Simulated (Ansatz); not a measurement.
Species: CNSi (charge -1, singlet). 
Coordinates optimised at B3LYP-D3(BJ)/def2-TZVP (Ansatz, a program for electronic structure):
```xyz
3

Si     0.0000     0.0000    -1.1981
C      0.0000     0.0000     0.6569
N      0.0000     0.0000     1.8331
```
Charge -1, spin multiplicity 1.

Basis-set convergence of Hartree-Fock and CCSD correlation energies (hartree) with Ansatz. Valence correlation only, unless marked. No spin-orbit coupling. No relativistic terms. This anion needs diffuse functions, which these sets lack.

The Hartree-Fock reference is unstable (checked in the largest basis), which strains HF and MP2. 

```
basis        functions       E(HF)  E(corr, CCSD)
-----------  ---------  ----------  -------------
cc-pV(D+d)Z         51  -381.18466       -0.37652
cc-pV(T+d)Z         99  -381.22176       -0.45299
cc-pV(Q+d)Z        174           ?              ?
```

### Question
Complete the blanks.

### Answer

- cc-pV(Q+d)Z, E(HF): -381.23539
- cc-pV(Q+d)Z, E(corr, CCSD): -0.47708
